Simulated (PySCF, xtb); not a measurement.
Te(I)(Et) (C2H5ITe), SMILES CC[Te]I.

GFN2-xTB in xtb 6.7.1 at its own geometry gives an orbital gap of 3.01 eV and a dipole moment of 6.40 D.

Geometry optimised at PBE0-D3(BJ)/def2-SVP. The def2 effective core potentials stand for the cores of I, Te; spin–orbit coupling is left out. One conformer was computed; it need not be the lowest.

Task: What does PySCF with B3LYP/def2-TZVP give? (The exact figures need the calculation; the answer reports its results.)

Result: gap 3.09 eV (levels -5.84 and -2.76 eV), dipole 2.16 D.
